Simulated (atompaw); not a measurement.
# Building the PAW (atompaw) potential for boron (PBE, scalar-relativistic).

atompaw 4.2.0.5 input, output lines left out:

```
B 5
GGA-PBE scalarrelativistic loggrid 1500 logderivrange -3 5 201
2 2 0 0 0 0
2 0 1.75
2 1 1.25
0 0 0
c
v
v
2
3.00 2.40 2.90 2.65
y
-0.2
n
y
0.35
n
y
0.05
y
1.15
n
custom polynom gramschmidtortho besselshape
3 0.5 troulliermartins
1.25
1.25
3.00
3.00
3.00
2.60
```

What the tests gave:

```json
{
  "Cutoffs needed": "25 Ry and 35 Ry (the cutoffs (Ry, on a coarse ladder) from which the occupation-weighted sum of valence levels, in a spherical-Bessel basis at the reference potential, stays within 10 and 1 mRy of its value at 400 Ry)",
  "Ghost test": "ghost state, extra bound levels that the all-electron valence spectrum of the same l lacks: s at -64.1 eV; a true bound ghost makes a file unfit for plane-wave use (spherical-Bessel basis up to 400 Ry, 20 bohr box)",
  "Lowest eigenvalue of the overlap operator": "0.92 (s channel)",
  "Overlap eigenvalues printed by atompaw (projector basis)": "0.304, 0.38, 1.42, 3.85, 98.5, 1.16e+03",
  "Share of each valence orbital outside the PAW sphere": "2s 11 %, 2p 23 %"
}
```

Generation and tests took about 1 s on one core of a shared server CPU.
